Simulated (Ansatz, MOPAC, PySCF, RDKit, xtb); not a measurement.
Complex: C2H4 (SMILES C=C) (first 6 atoms) with CH2O2 (SMILES O=CO); geometry from B3LYP-D3(BJ)/def2-TZVP, rigid monomers moved along the line of their centres of mass till C1···H11 is 2.16 Å.
(charge 0, multiplicity 1):
```xyz
11

C     -0.58151    -0.24368    -0.01599
C      0.61768     0.32000     0.07119
H     -0.80659    -1.16663     0.50484
H     -1.37330     0.19040    -0.61471
H      0.85552     1.23808    -0.45262
H      1.40551    -0.12684     0.66567
O      0.36739    -1.16976     3.03661
C     -0.12702    -0.19448     3.53128
O     -0.58037     0.87275     2.86503
H     -0.27282    -0.05080     4.61031
H     -0.44128     0.72449     1.90663
```

```csv
level,interaction energy (kJ/mol),cost
MMFF94,10.6,-
AM1,2.7,-
PM3,0.7,-
PM7,-4.4,-
GFN1-xTB,-18.9,-
HF/STO-3G (no counterpoise),1.4,-
HF/aug-cc-pVDZ,1.9,-
PBE/def2-TZVPPD,-11.4,×1
r2SCAN/def2-TZVPPD,-16.3,×1
r2SCAN-D4/def2-TZVPPD,-18.4,×1
B3LYP/3-21G (no counterpoise),-28.2,-
B3LYP/6-31G* (no counterpoise),-17.0,-
B3LYP-D4/def2-TZVPPD,-16.0,×1
PBE0-D4/def2-TZVPPD,-18.6,×1
M06-2X/6-31G* (no counterpoise),-26.3,-
wB97X-V/def2-TZVPPD,-16.3,×2
MP2/6-31G*,-4.9,-
MP2/6-31G* (no counterpoise),-20.2,-
MP2/aug-cc-pVDZ,-11.9,-
CCSD(T)/aug-cc-pVDZ,-9.7,×10
```

The rows run from -28.2 (B3LYP/3-21G (no counterpoise)) to 10.6 kJ/mol (MMFF94). In aug-cc-pVDZ the value moves HF 1.9, MP2 -11.9, CCSD(T) -9.7, a shift of -11.6 from HF to CCSD(T). The dispersion term adds -2.1 in r2SCAN-D4. The 3 functionals in def2-TZVPPD without D3 or D4 span 4.9, from wB97X-V to PBE.

Monomers are frozen at their geometry in the pair; levels with a basis set take the counterpoise correction. Rows marked so take none.

Correlated levels freeze the cores. Rows in 3-21G, 6-31G*, STO-3G carry no dispersion term and start afresh at each structure (6-31G* with six Cartesian d functions). MP2/6-31G* freezes PySCF's default core. The state that AM1, PM3, PM7 reach isn't checked; PM7 holds dispersion and hydrogen-bond terms.

Codes used: Ansatz (a first-principles code); MOPAC for AM1, PM3, PM7 (differences of heats of formation); PySCF for 3-21G rows, 6-31G* rows, STO-3G rows, the dispersion terms; RDKit for the force fields; xtb for the GFN methods. Each number belongs to the level named beside it.

Costs are rough ratios of core time to PBE/def2-TZVPPD (about 9 s over the structures, on one shared machine); a dash marks a level with no comparable run of its own.
